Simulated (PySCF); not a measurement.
Steps of a relaxation of [CeOCl]+

[CeOCl]+ (singlet). PySCF 2.14.0, RKS PBE0, Ce lcecp-2-SVP with ECP46, O def2-SVP, Cl def2-SVP; non-relativistic Hamiltonian with scalar-relativistic core potentials where named; density fitting; no spin-orbit coupling. Origin of the start: template. Columns: position (Å) and force (eV/Å). Energies are counted from the last step; some of the 7 steps are shown. Forces carry noise of the integration grid, about 0.01 to 0.03 eV/Å.

Run from Python with OMP_NUM_THREADS=2. Where DIIS fails, smearing, a level shift and second-order steps follow.
It took 10 s on 2 threads of Arm Neoverse V2, with other jobs on the host, from the converged density of the start.

```xyz
3
step 0  E = 0.463 eV
Ce    0.2941    0.0000   -0.2536    -1.43    0.00   -0.88
O     1.9202    0.0000    0.4741     0.15    0.00    0.88
Cl   -2.0551    0.0000    0.7978     1.29    0.00   -0.01
```

```xyz
3
step 2  E = 0.046 eV
Ce    0.2519    0.0000   -0.4900     1.40    0.00    0.99
O     1.6876    0.0000    0.6433    -1.52    0.00   -1.04
Cl   -1.7803    0.0000    0.8650     0.13    0.00    0.04
```

```xyz
3
step 4  E = 0.001 eV
Ce    0.2657    0.0000   -0.5086     0.15    0.00   -0.06
O     1.6289    0.0000    0.6526    -0.08    0.00   -0.03
Cl   -1.7353    0.0000    0.8743    -0.07    0.00    0.09
```

Question: Where does the relaxation end?

Answer: It converges at step 6 in Cs:
```xyz
3
step 6  E = 0
Ce    0.2695    0.0000   -0.5170
O     1.6196    0.0000    0.6567
Cl   -1.7298    0.0000    0.8786
```

Question: How did the contacts change?

Answer: 
```
     contact  start (Å)  end (Å)
  Ce1–O2 (O)      1.782    1.789
Ce1–Cl3 (Cl)      2.574    2.438
```
